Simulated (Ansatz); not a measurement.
Ideal-gas functions of ClH4SSbSi (`Cl[SiH2][S][SbH2]`) at 800 K and 1 bar, from an Ansatz frequency run at PBE0-D4/def2-TZVP.

Molar mass 221.4 g/mol, point group C1 (symmetry number 1), electronic degeneracy 1, moments of inertia 167.727, 590.464, 707.84 u Å². Harmonic wavenumbers (cm⁻¹, unscaled): 37, 81, 101, 193, 336, 497, 552, 561, 600, 634, 719, 844, 851, 934, 1961, 1967, 2243, 2262.

Use S(trans) = R[1.5 ln M + 2.5 ln T − 1.1517]; rotational temperatures θ = 24.2544 K / I; S(rot) = R[ln(√π/σ · √(T³/θAθBθC)) + 1.5]; for each mode x = 1.438777 ν̃/T, S = R[x/(eˣ − 1) − ln(1 − e⁻ˣ)] and H = RT x/(eˣ − 1); 1 cm⁻¹ = 0.0119627 kJ/mol; R = 8.31446 J/(mol·K).

By hand: the entropy, in J/(mol·K).

Translation 196.7. Rotation: θ = 0.1446, 0.0411, 0.0343 K, giving 135.9. Vibration, mode by mode: 30.85, 24.34, 22.51, 17.15, 12.63, 9.52, 8.71, 8.58, 8.07, 7.66, 6.73, 5.60, 5.54, 4.92, 1.14, 1.13, 0.75, 0.73, in all 176.6. Electronic 0.0. Sum 509.2 J/(mol·K).

By hand: H − E and G − E in kJ/mol, counted from the electronic energy.

Zero-point energy ½ × 15373 × 0.0119627 = 92.0; thermal vibration 62.0; translation, rotation and pV give 4 RT = 26.6. H − E = 180.6 kJ/mol, and G − E = 180.6 − 800 × 509.2/1000 = -226.8 kJ/mol.

Vibration gives 35 % of the entropy, 77.7 J/(mol·K) of it from the modes under 150 cm⁻¹: soft modes count most, and the harmonic formula is weakest for them. The sum counts one conformer and one mirror image; others add a mixing term.
